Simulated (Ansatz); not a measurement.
Born–Oppenheimer molecular dynamics of CH$_{4}$SSeSi (8 atoms, charge 0, multiplicity 1). It starts at the highest image of a converged band. Of that band: The profile has 2 maxima (images 3, 5) with wells between them (image 4): this band takes more than one step, which may be the mechanism or a detour left from its start path. A vibrational analysis at the climbing image gives one clearly imaginary mode, 382i cm⁻¹: a first-order saddle point.

Level of theory: Ansatz, RKS PBE-D4/def2-SVP.

| Property | Result |
| --- | --- |
| ensemble | NVE (velocity Verlet) |
| time step | 0.5 fs |
| steps asked | 200 |
| starting velocities drawn for | 100 K |
| seed | 5215 |

First frame:

```xyz
8
Properties=species:S:1:pos:R:3
S -0.390 2.625 -1.331
C -0.108 1.617 -0.049
Si 0.261 -0.051 -0.778
Se 0.351 -1.691 1.515
H -0.045 1.991 0.995
H 1.235 -1.117 0.125
H -1.073 -0.621 -1.204
H -0.140 -2.811 0.672
```

(1) What does the run give?

(2) What happens to the structure?

(3) How do temperature and energy run in time?

## Answers

(1) The run went to its last step.

```json
{
 "steps done": "200",
 "time covered": "100 fs",
 "mean temperature over the second half": "156 K",
 "spread of the potential energy over the second half": "22.2 meV per atom",
 "mean potential energy of the second half above the start": "-5.4 meV per atom"
}
```

The conserved energy stayed within 0.045 meV per atom of its start (net change 0.028 meV per atom), so the integration is sound. The kinetic energy rose, since the run started high on the potential surface and went downhill. A run of 0.1 ps of so small a system gives no equilibrium averages. The orbitals stay closed-shell, which can raise the energy where a bond breaks towards radicals; this wasn't checked here.

(2) Between its relaxed ends the band would form Se4–H6 and break Si3–H6. These pairs go: Se4–H6 1.74 → 2.64 Å, Si3–H6 1.70 → 1.52 Å. In the last frame they stand as before the step (other bonds may differ from the relaxed reactants and products). It ends as one piece, CH4SSeSi. Pairs count as bonded within 1.25 times the sum of covalent radii (0.12 Å more for H–H). The details hang on the random start.

(3) 
```tsv
time (fs)	T (K)	potential energy less start (eV)	conserved less start (meV/atom)
0	100	0.000	0.00
3	79	0.016	0.02
6	81	0.015	0.01
9	71	0.023	0.01
12	61	0.030	0.02
15	76	0.019	0.00
18	66	0.026	0.02
21	70	0.024	0.01
24	71	0.022	0.01
27	67	0.026	0.01
30	68	0.025	0.01
33	69	0.024	0.01
36	57	0.034	0.01
39	53	0.037	0.01
42	49	0.040	0.01
45	39	0.048	0.02
48	59	0.032	0.00
51	53	0.037	0.02
54	58	0.032	0.01
57	62	0.029	0.00
60	39	0.047	0.02
63	50	0.039	0.00
66	38	0.048	0.01
69	38	0.048	0.01
72	49	0.039	0.01
75	42	0.045	0.02
78	57	0.033	0.01
81	67	0.025	0.01
84	83	0.014	0.02
87	119	-0.015	0.01
90	178	-0.060	0.02
93	295	-0.151	0.03
96	534	-0.336	0.04
99	947	-0.657	0.04
```

The run took 4.2 min on 2 threads of Intel(R) Xeon(R) Platinum 8375C CPU @ 2.90GHz (Ice Lake) (shared host), peak memory 0.18 GiB.
